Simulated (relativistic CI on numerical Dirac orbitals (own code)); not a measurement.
A reference radial Dirac CI calculation of Hf III gave the lowest total energy -15061.85357 Ha in 39 SCF steps, from this input:

```
atom Hf  Z=72  charge=2  electrons=70
nucleus A=180  rms_radius_fm=5.3470
hamiltonian dirac-coulomb  breit=on  qed=on  c_scale=1
orbitals kli  potential=per-configuration
slater_scale 1
correlation none
mixing on
grid step=0.0125 r_max=86.5
scf mixing=0.4 start=green max_iterations=150 tolerance=2e-08 node_fill=0.05
configurations
  [Xe] 4f14 5d2
  [Xe] 4f14 6s2
  [Xe] 4f14 5d 6p
end
```

One setting was then changed (and the iteration limit cut to 54), and the output read:

```
SCF 1: [Xe] 4f14 5d2
 iter      energy (Ha)   residual   last orbital (Ha)
    1    -15044.701512   3.63e+00     -2.28322
    2    -15086.262646   6.79e-01     -1.06102
    3    -15087.600233   2.59e-01     -0.82261
    4    -15087.888348   2.59e-01     -0.79546
    5    -15087.961621   7.84e-02     -0.75190
    6    -15087.984340   1.46e-02     -0.77182
    7    -15087.985377   1.41e-02     -0.76888
    8    -15087.982992   2.96e-03     -0.76585
    9    -15087.983395   7.85e-04     -0.76609
   10    -15087.983529   4.90e-06     -0.76620
   11    -15087.983527   1.04e-06     -0.76620
   12    -15087.983527   1.69e-08     -0.76620
error: orbital 4f5/2 not found
end: not converged
```

Question: Which setting was changed?
A. SCF mixing
B. Breit term
C. end of the grid
D. charge

Answer: C. The end of the grid at 6.92 bohr. This setting is bad on purpose; its numbers may not be properties of the ion.
